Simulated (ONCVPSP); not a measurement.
## fluorine (F) ONCV: all-electron and pseudo phase curves

F, optimised norm-conserving Vanderbilt (ONCV), made with ONCVPSP 4.0.1 (PBEsol, scalar-relativistic). Core [He], reference 2s2 2p3 (charge +2). Waves: 2s: rc 0.65 bohr, ncon 4, nbas 7, qcut 8.6 1/bohr, 2 projectors, debl 2.7 Ha; 2p: rc 0.95 bohr, ncon 5, nbas 9, qcut 11.9 1/bohr, 3 projectors, debl 1.2 Ha. Local part: polynomial inside 0.60 bohr (lpopt 5, dvloc0 0 Ha). Core correction: Teter function, fcfact 2.25, rcfact 1.65.

In the p channel the program set the typed energies aside and used -1.796, 0.250, 1.450 Ha.

The phase is arctan(r·R′/R) of the radial function R(r), unwrapped; energies in Ha, scanned from -4 to 5 Ha. A pole is an energy at which the radial function vanishes at the test radius. The pseudo phase is shifted by a multiple of π to meet the all-electron one at the reference energy, and phase errors are pseudo minus all-electron; the curves can meet again beyond the range given. Levels narrower than the energy grid can be missing from the lists of poles.

| channel | radius (bohr) | reference energy (Ha) | poles, all-electron | poles, pseudo | unbroken range about the reference energy with phases within 0.05 rad | phase error 1 Ha above the reference energy (rad) |
| --- | --- | --- | --- | --- | --- | --- |
| s | 0.66 | -2.49 | none | none | the whole range | +0.000 |
| p | 0.96 | -1.80 | 0.90 | 0.90 | the whole range | -0.000 |

Note: ghosts flagged at negative energy: p at -14.0 eV; GHOST(+) flags only above 600 eV. A true bound ghost makes a file unfit for plane-wave use.

Phases in the s channel:

```csv
E (Ha),all-electron,pseudo
-3.98,-0.258,-0.258
-3.74,-0.319,-0.319
-3.50,-0.378,-0.378
-3.26,-0.436,-0.436
-3.02,-0.492,-0.492
-2.78,-0.546,-0.546
-2.54,-0.598,-0.598
-2.30,-0.648,-0.648
-2.06,-0.695,-0.695
-1.82,-0.740,-0.740
-1.58,-0.782,-0.782
-1.34,-0.822,-0.822
-1.10,-0.860,-0.860
-0.86,-0.895,-0.895
-0.62,-0.929,-0.929
-0.38,-0.960,-0.960
-0.14,-0.990,-0.990
0.10,-1.018,-1.018
0.34,-1.045,-1.045
0.58,-1.070,-1.070
0.82,-1.093,-1.093
1.06,-1.116,-1.116
1.30,-1.137,-1.137
1.54,-1.157,-1.157
1.78,-1.176,-1.176
2.02,-1.194,-1.194
2.26,-1.211,-1.211
2.50,-1.227,-1.227
2.74,-1.242,-1.242
2.98,-1.257,-1.257
3.22,-1.271,-1.271
3.46,-1.285,-1.285
3.70,-1.298,-1.298
3.94,-1.310,-1.310
4.18,-1.322,-1.322
4.42,-1.333,-1.333
4.66,-1.344,-1.344
4.90,-1.354,-1.355
```
